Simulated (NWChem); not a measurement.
System: MgNH2Br; SMILES [NH2][Mg][Br]

Input file for NWChem:

```
start job
memory heap 200 mb stack 900 mb global 1100 mb
geometry units angstroms noautoz
  Mg     0.052042    -0.984520    -0.002321
  Br    -0.264190     1.348513     0.011041
  N      0.310057    -2.849889    -0.012981
  H      0.439497    -3.430725    -0.834096
  H      0.328196    -3.454062     0.801294
end
basis spherical
  * library def2-svp
end
dft
  xc bhlyp
  iterations 150
  mulliken
end
task dft energy
```

Excerpt of the output:

```
             Northwest Computational Chemistry Package (NWChem) 7.3.0
             --------------------------------------------------------

 CS  symmetry detected

                             Geometry "geometry" -> ""
                             -------------------------

 Output coordinates in angstroms (scale by  1.889725989 to convert to a.u.)

  No.       Tag          Charge          X              Y              Z
 ---- ---------------- ---------- -------------- -------------- --------------
    1 Mg                  12.0000    -0.00142688     1.14752972     0.00000000
    2 Br                  35.0000     0.00028647    -1.20687493     0.00000000
    3 N                    7.0000     0.00231818     3.03068473     0.00000000
    4 H                    1.0000    -0.00456569     3.62773631    -0.81966938
    5 H                    1.0000    -0.00456569     3.62773631     0.81966938

 Effective nuclear repulsion energy (a.u.)     168.6433710853

      Symmetry information
      --------------------

 Group name             Cs
 Group number              2
 Group order               2
 No. of unique centers     4

                                 NWChem DFT Module
                                 -----------------

 Summary of "ao basis" -> "ao basis" (spherical)
 ------------------------------------------------------------------------------
       Tag                 Description            Shells   Functions and Types
 ---------------- ------------------------------  ------  ---------------------
 Mg                         def2-svp                 8       18   4s3p1d
 Br                         def2-svp                12       32   5s4p3d
 N                          def2-svp                 6       14   3s2p1d
 H                          def2-svp                 3        5   2s1p

      Symmetry analysis of basis
      --------------------------

        a'         50
        a"         24

            General Information
            -------------------
          SCF calculation type: DFT
          Wavefunction type:  closed shell.
          No. of atoms     :     5
          No. of electrons :    56
           Alpha electrons :    28
            Beta electrons :    28
          Charge           :     0
          Spin multiplicity:     1
          Use of symmetry is: on ; symmetry adaption is: on
          Maximum number of iterations: 150
          AO basis - number of functions:    74
                     number of shells:    32
          Convergence on energy requested:  1.00D-06
          Convergence on density requested:  1.00D-05
          Convergence on gradient requested:  5.00D-04

              XC Information
              --------------
                        BHLYP Method XC Functional
                     Hartree-Fock (Exact) Exchange  0.500
                        Slater Exchange Functional  0.500 local
                    Becke 1988 Exchange Functional  0.500 non-local
              Lee-Yang-Parr Correlation Functional  1.000

             Grid Information
             ----------------
          Grid used for XC integration:  medium
          Radial quadrature: Mura-Knowles
          Angular quadrature: Lebedev.
          Tag              B.-S. Rad. Rad. Pts. Rad. Cut. Ang. Pts.
          ---              ---------- --------- --------- ---------
          Mg                  1.50       88           9.0       590
          Br                  1.15      112          12.0       590
          N                   0.65       49          11.0       434
          H                   0.35       45          12.0       434
          Grid pruning is: on
          Number of quadrature shells:   294
          Spatial weights used:  Erf1

      Superposition of Atomic Density Guess
      -------------------------------------

 Sum of atomic energies:       -2826.86335883

      Non-variational initial energy
      ------------------------------

 Total energy =   -2827.411498
 1-e energy   =   -4271.403209
 2-e energy   =    1275.348341
 HOMO         =      -0.340922
 LUMO         =      -0.078519

      Symmetry analysis of molecular orbitals - initial
      -------------------------------------------------

  Numbering of irreducible representations:

     1 a'          2 a"

  Orbital symmetries:

     1 a'          2 a'          3 a'          4 a"          5 a'
     6 a'          7 a'          8 a'          9 a'         10 a"
    11 a'         12 a'         13 a'         14 a"         15 a'
    16 a'         17 a"         18 a'         19 a"         20 a'
    21 a'         22 a'         23 a"         24 a'         25 a'
    26 a'         27 a"         28 a'         29 a'         30 a"
    31 a'         32 a'         33 a'         34 a"         35 a'
    36 a"         37 a'         38 a"

     ---------------------------------------------
      Total Density - Mulliken Population Analysis
     ---------------------------------------------

    Atom       Charge   Shell Charges
 -----------   ------   -------------------------------------------------------
    1 Mg  12    10.78   2.00  1.99  0.39  0.03  5.99  0.16  0.09  0.13
    2 Br  35    35.58   2.00  2.00  2.00  1.37  0.58  6.00  5.99  2.43  3.22  8.23  1.73  0.05
    3 N    7     8.13   1.99  1.03  0.52  2.67  1.91  0.00
    4 H    1     0.75   0.60  0.11  0.05
    5 H    1     0.75   0.60  0.11  0.05

   convergence    iter        energy       DeltaE   RMS-Dens  Diis-err
 ---------------- ----- ----------------- --------- --------- ---------
 d= 0,ls=0.0,diis     1  -2829.7577737417 -3.00D+03  1.22D-02  4.53D-01
 d= 0,ls=0.0,diis     2  -2829.7603982542 -2.62D-03  5.88D-03  5.05D-01
 d= 0,ls=0.0,diis     3  -2829.8175615549 -5.72D-02  1.05D-03  6.31D-03
 d= 0,ls=0.0,diis     4  -2829.8183566655 -7.95D-04  3.30D-04  1.21D-03
 d= 0,ls=0.0,diis     5  -2829.8184832742 -1.27D-04  7.68D-05  1.69D-05
  Resetting Diis
 d= 0,ls=0.0,diis     6  -2829.8184874776 -4.20D-06  2.79D-05  2.00D-06
 d= 0,ls=0.0,diis     7  -2829.8184879791 -5.02D-07  5.96D-06  7.92D-08

         Total DFT energy =    -2829.818487979130
      One electron energy =    -4275.130558038908
           Coulomb energy =     1392.230044770162
    Exchange-Corr. energy =     -115.561345795680
 Nuclear repulsion energy =      168.643371085297

 Numeric. integr. density =       55.999999306409

                  Occupations of the irreducible representations
                  ----------------------------------------------

                     irrep           alpha         beta
                     --------     --------     --------
                     a'               21.0         21.0
                     a"                7.0          7.0

                       DFT Final Molecular Orbital Analysis
                       ------------------------------------

 Vector   26  Occ=2.000000D+00  E=-3.329712D-01  Symmetry=a"
              MO Center=  1.9D-04, -1.1D+00,  2.0D-13, r^2= 1.6D+00
   Bfn.  Coefficient  Atom+Function         Bfn.  Coefficient  Atom+Function
  ----- ------------  ---------------      ----- ------------  ---------------
    35      0.574528  2 Br pz                32      0.513877  2 Br pz
    29     -0.342538  2 Br pz                26      0.111182  2 Br pz
    13      0.073418  1 Mg pz                15     -0.069012  1 Mg d -1
    10      0.048185  1 Mg pz                 7      0.036878  1 Mg pz

 Vector   27  Occ=2.000000D+00  E=-3.329165D-01  Symmetry=a'
              MO Center=  1.3D-04, -1.1D+00,  4.1D-14, r^2= 1.7D+00
   Bfn.  Coefficient  Atom+Function         Bfn.  Coefficient  Atom+Function
  ----- ------------  ---------------      ----- ------------  ---------------
    33      0.574329  2 Br px                30      0.511973  2 Br px
    27     -0.341321  2 Br px                24      0.110786  2 Br px
    11      0.080017  1 Mg px                14     -0.058818  1 Mg d -2
     8      0.052764  1 Mg px                57      0.044456  3 N  px
     5      0.040486  1 Mg px                54     -0.038124  3 N  px

 Vector   28  Occ=2.000000D+00  E=-2.866943D-01  Symmetry=a'
              MO Center=  2.2D-03,  2.9D+00,  2.9D-16, r^2= 1.3D+00
   Bfn.  Coefficient  Atom+Function         Bfn.  Coefficient  Atom+Function
  ----- ------------  ---------------      ----- ------------  ---------------
    54      0.547761  3 N  px                57     -0.458779  3 N  px
    11     -0.126377  1 Mg px                14     -0.112593  1 Mg d -2
     8     -0.073880  1 Mg px                 5     -0.056317  1 Mg px
    30      0.055582  2 Br px                33      0.046544  2 Br px
    27     -0.035970  2 Br px

 Vector   29  Occ=0.000000D+00  E=-2.332716D-02  Symmetry=a'
              MO Center= -8.6D-03,  1.1D+00, -2.9D-14, r^2= 6.8D+00
   Bfn.  Coefficient  Atom+Function         Bfn.  Coefficient  Atom+Function
  ----- ------------  ---------------      ----- ------------  ---------------
     4      1.005844  1 Mg s                 53     -0.380418  3 N  s
    23     -0.287583  2 Br s                 34     -0.281551  2 Br py
     3      0.221240  1 Mg s                  2      0.187411  1 Mg s
    22     -0.147889  2 Br s                 31     -0.147720  2 Br py
    52     -0.132759  3 N  s                 21      0.110715  2 Br s

 Vector   30  Occ=0.000000D+00  E= 2.146991D-02  Symmetry=a"
              MO Center= -2.4D-03,  1.0D+00, -2.3D-14, r^2= 5.8D+00
   Bfn.  Coefficient  Atom+Function         Bfn.  Coefficient  Atom+Function
  ----- ------------  ---------------      ----- ------------  ---------------
    13      0.938576  1 Mg pz                35     -0.286083  2 Br pz
    10      0.210058  1 Mg pz                 7      0.149440  1 Mg pz
    32     -0.133301  2 Br pz                66      0.123942  4 H  s
    71     -0.123942  5 H  s                 29      0.091641  2 Br pz
    65      0.075892  4 H  s                 70     -0.075892  5 H  s

 Vector   31  Occ=0.000000D+00  E= 3.905671D-02  Symmetry=a'
              MO Center=  4.7D-03,  9.9D-01,  1.8D-15, r^2= 6.0D+00
   Bfn.  Coefficient  Atom+Function         Bfn.  Coefficient  Atom+Function
  ----- ------------  ---------------      ----- ------------  ---------------
    11      0.933743  1 Mg px                33     -0.320294  2 Br px
    57     -0.219008  3 N  px                 8      0.185462  1 Mg px
    54      0.181562  3 N  px                30     -0.136417  2 Br px
     5      0.134562  1 Mg px                14     -0.120641  1 Mg d -2
    27      0.094647  2 Br px                46      0.044480  2 Br d -2

     ---------------------------------------------
      Total Density - Mulliken Population Analysis
     ---------------------------------------------

    Atom       Charge   Shell Charges
 -----------   ------   -------------------------------------------------------
    1 Mg  12    11.29   2.00  1.99  0.45 -0.01  5.98  0.35  0.23  0.29
    2 Br  35    35.37   2.00  2.00  1.99  1.41  0.53  6.00  5.98  2.35  3.09  8.20  1.74  0.07
    3 N    7     7.59   1.99  0.95  0.53  2.41  1.70  0.01
    4 H    1     0.87   0.71  0.12  0.05
    5 H    1     0.87   0.71  0.12  0.05

     -------------------------------------------
      Total Density - Lowdin Population Analysis
     -------------------------------------------

    Atom       Charge   Shell Charges
 -----------   ------   -------------------------------------------------------
    1 Mg  12    11.96   2.00  1.94  0.40  0.12  5.84  0.60  0.43  0.63
    2 Br  35    34.93   2.00  2.00  1.96  1.07  0.66  5.99  5.82  2.45  2.97  7.85  2.03  0.13
    3 N    7     7.27   1.97  0.70  0.46  2.22  1.90  0.02
    4 H    1     0.92   0.59  0.20  0.13
    5 H    1     0.92   0.59  0.20  0.13

     Multipole analysis of the density
     ---------------------------------

     L   x y z        total         alpha         beta         nuclear
     -   - - -        -----         -----         ----         -------
     0   0 0 0     -0.000000    -28.000000    -28.000000     56.000000

     1   1 0 0     -0.010746     -0.005373     -0.005373      0.000000
     1   0 1 0      0.919027      0.459513      0.459513      0.000000
     1   0 0 1     -0.000000     -0.000000     -0.000000      0.000000

     2   2 0 0    -26.447378    -13.223879    -13.223879      0.000381
     2   1 1 0     -0.065957     -0.004953     -0.004953     -0.056051
     2   1 0 1      0.000000      0.000000      0.000000      0.000000
     2   0 2 0    -28.157218   -295.116608   -295.116608    562.075998
     2   0 1 1     -0.000000     -0.000000     -0.000000      0.000000
     2   0 0 2    -23.474683    -14.136589    -14.136589      4.798495
```

Level: BHandHLYP/def2-SVP. All runs use the structure optimised with B3LYP/6-31G* (spherical d).
